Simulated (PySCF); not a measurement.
C₄H₆ClF, SMILES FC1(Cl)CCC1.

Geometry optimised at PBE0-D3(BJ)/def2-SVP.

Two levels are set side by side: TDDFT-PBE/def2-SVPD (PySCF) and TDDFT-PBE0/def2-SVPD (PySCF). Vertical, same geometry. The lowest singlet is HOMO→LUMO 99 % with PBE and HOMO→LUMO 96 % with the other functional; states are paired by order. Differences are taken from unrounded values.

```
quantity                               TDDFT-PBE0
-------------------------------------  ----------
lowest singlet excitation (eV)               7.15
lowest triplet excitation (TDA) (eV)         6.46
first bright state (f over 0.05) (eV)        8.21
its oscillator strength                      0.06
```

**Question.** What does TDDFT-PBE give, and how far is it from TDDFT-PBE0? (The exact figures need the calculation; the answer reports its results.)

**Answer.** 
```
quantity                               TDDFT-PBE  TDDFT-PBE minus TDDFT-PBE0
-------------------------------------  ---------  --------------------------
lowest singlet excitation (eV)              6.65                       -0.50
lowest triplet excitation (TDA) (eV)        6.07                       -0.38
first bright state (f over 0.05) (eV)       7.77                       -0.44
its oscillator strength                     0.07                        0.01
```

A lower first singlet is the usual sign of a functional without exact exchange. Differences between two approximate levels are no errors against the true value.

Rough cost on one machine, each run with all the roots and properties that it gave: TDDFT-PBE0 against TDDFT-PBE about 4 times.
